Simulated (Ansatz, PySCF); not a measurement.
trans-(1R,2R)-1-chloro-2-fluorocyclopropane (C3H4ClF), SMILES F[C@@H]1C[C@H]1Cl. Atoms are numbered in the order given.

```xyz
9

F     -0.8796     1.9533     0.6469
C     -0.6290     0.8844    -0.1425
C     -1.3235    -0.4007     0.1583
C      0.1449    -0.2426     0.4392
Cl     1.3308    -1.0890    -0.5377
H     -0.4445     1.1598    -1.1861
H     -1.9843    -0.4266     1.0291
H     -1.6270    -1.0266    -0.6845
H      0.4508    -0.1432     1.4838
```
Charge 0, spin multiplicity 1.

Coordinates come from a PBE0-D3(BJ)/def2-SVP optimisation.

Two levels are set side by side: PBE-D3(BJ)/def2-SVP (Ansatz, an electronic-structure program) and PBE0-D3(BJ)/def2-SVP (Ansatz). Each level has its own optimised geometry; the coordinates shown are those of the second. Frequencies come from the Hessian of PySCF at each geometry. Differences are taken from unrounded values.

| quantity | PBE0-D3(BJ) | PBE-D3(BJ) | PBE-D3(BJ) minus PBE0-D3(BJ) |
|---|---|---|---|
| mean bond length (Å) | 1.329 | 1.340 | 0.011 |
| bond F1–C2 (Å) | 1.352 | 1.367 | 0.015 |
| bond C2–C3 (Å) | 1.491 | 1.504 | 0.013 |
| bond C2–C4 (Å) | 1.486 | 1.498 | 0.012 |
| bond C3–C4 (Å) | 1.503 | 1.515 | 0.011 |
| bond C4–Cl5 (Å) | 1.754 | 1.770 | 0.016 |
| bond C2–H6 (Å) | 1.095 | 1.104 | 0.009 |
| bond C3–H7 (Å) | 1.093 | 1.101 | 0.008 |
| bond C3–H8 (Å) | 1.093 | 1.101 | 0.008 |
| bond C4–H9 (Å) | 1.093 | 1.101 | 0.008 |
| highest harmonic wavenumber (cm⁻¹) | 3267 | 3173 | -93 |
| mean harmonic wavenumber (cm⁻¹) | 1355 | 1303 | -52 |
| zero-point energy (kcal/mol) | 40.68 | 39.11 | -1.57 |

Exact exchange shortens and stiffens bonds; PBE has none. Differences between two approximate levels are no errors against the true value.
